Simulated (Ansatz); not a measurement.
`O/C([SiH3])=C/[SiH3]` → `O/C=C/[SiH2][SiH3]`  (isomerisation)

Isolated molecules relaxed with PBE0-D4/def2-TZVP in Ansatz; ΔE leaves out vibrations. CCSD(T)/CBS adds triple-zeta CCSD(T) − MP2 to the extrapolated MP2 energy (def2 sets, frozen cores). Double bonds are as drawn, so ΔE can hold a change between cis and trans. Functionals use def2-TZVPP. One conformer a species, not always the lowest.

```csv
level,ΔE (kJ/mol)
ωB97X-V,-14.0
HF/def2-TZVPP,-13.3
```

**Question.** What does CCSD(T)/CBS give? (Estimate.)

**Answer.** The calculation gave: -11.9 kJ/mol. The listed levels differ from it by -2.1, -1.4 kJ/mol.

Largest T1 diagnostic among the species: 0.013.

The D4 term adds +5.4 kJ/mol with B3LYP and +2.7 kJ/mol with PBE0; it sums over pairs of atoms, weighted by their polarisabilities, and B3LYP, whose exchange is more repulsive, gets the larger term.

B3LYP here is the variant with VWN-RPA as its local correlation; programs differ in this.
